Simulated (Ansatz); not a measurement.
Cu3H was relaxed with PBE-D4 (def2-TZVP) in Ansatz in these states: neutral quintet, neutral singlet, neutral triplet. The geometries follow in no particular order.

A:

```xyz
4

Cu    0.028   -0.697   -0.141
Cu   -0.069    1.324    1.145
Cu   -0.035    1.568   -1.135
H     0.077   -2.195    0.131
```

B:

Cartesian coordinates in Å:
```
Cu -0.092 -0.974 -0.803
Cu -0.145 1.181 0.429
Cu 0.872 -0.762 1.371
H -0.635 0.554 -0.997
```

C:

| atom | x (Å) | y (Å) | z (Å) |
| --- | --- | --- | --- |
| Cu1 | 0.918 | 0.300 | -1.031 |
| Cu2 | 0.539 | -0.698 | 1.101 |
| Cu3 | -1.273 | -0.436 | -0.431 |
| H4 | -0.185 | 0.834 | 0.361 |

Task: Judge from the bond lengths which geometry belongs to which state (an estimate).

Result: A is the neutral singlet (Cu1–H4 1.523 Å, Cu1–Cu2 2.398 Å, Cu2–Cu3 2.294 Å); B is the neutral triplet (Cu1–H4 1.633 Å, Cu1–Cu2 2.482 Å, Cu2–Cu3 2.386 Å); C is the neutral quintet (Cu1–H4 1.854 Å, Cu1–Cu2 2.384 Å, Cu2–Cu3 2.387 Å).

At PBE0-D4/def2-TZVP a singlet lies 0.69 eV below the neutral triplet. At PBE0-D4/def2-TZVP a singlet lies 3.79 eV below the neutral quintet. These are the stationary points nearest to one start from a short search; other shapes may lie lower in each state.
